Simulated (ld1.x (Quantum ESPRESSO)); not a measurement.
# Pseudopotential generation for erbium: PAW, PBE, fully relativistic.

```
Element                 : Er (Z = 68)
Generator               : ld1.x (Quantum ESPRESSO) 7.5
Type                    : PAW
Functional              : PBE
Relativity              : fully relativistic
Frozen core             : [Xe]
Valence charge          : 14
Reference configuration : 4f12 5d0 6s1 6p0 (charge +1)
Partial waves           : 6s (bound): rcut 2.75, rcutus 3.30 bohr; 6s channel at -0.3 Ry: rcut 2.75, rcutus 3.30 bohr; 6p (bound, empty): rcut 3.50, rcutus 4.60 bohr; 6p channel at 1.4 Ry: rcut 3.50, rcutus 4.60 bohr; 5d (bound, empty): rcut 3.50, rcutus 3.70 bohr; 5d channel at -0.15 Ry: rcut 3.50, rcutus 3.70 bohr; 4f (bound): rcut 0.55, rcutus 0.65 bohr; 4f channel at -0.4 Ry: rcut 0.55, rcutus 0.65 bohr
Local potential         : all-electron potential smoothed inside 1.65 bohr (lloc = -1)
Core correction         : Bessel-smoothed model core inside 0.65 bohr
Augmentation charge     : PSQ, inside the norm-conserving radii
```

Open shells are filled in proportion to 2j + 1 (rel_dist='average').

Poles of the logarithmic derivatives, all-electron (AE) and pseudo (PS). s: poles at -0.5, 1.6, 4.8 (AE) and -0.5, 1.6, 3.3 (PS) Ry. p1/2: poles at -0.0, 2.1 (AE) and -0.0, 2.1, 4.5 (PS) Ry. p3/2: poles at 0.1, 2.3 (AE) and 0.1, 2.3, 4.4 (PS) Ry. d3/2: poles at -0.4, 1.0, 3.5 (AE) and -0.8, -0.4, 1.2 (PS) Ry. d5/2: poles at -0.4, 1.0, 3.5 (AE) and -0.4, 1.1, 4.6 (PS) Ry. f5/2: poles at 0.8, 2.7 (AE) and 0.8, 2.6, 4.9 (PS) Ry. f7/2: poles at 0.8, 2.7 (AE) and 0.8, 2.7 (PS) Ry. Test radius 5.01 bohr.

* Configuration tests: test run stopped at test 1 of 7 (negative rho)
* Density cutoff estimated by the generator: 2236 Ry

The ghost test of this file was not conclusive.
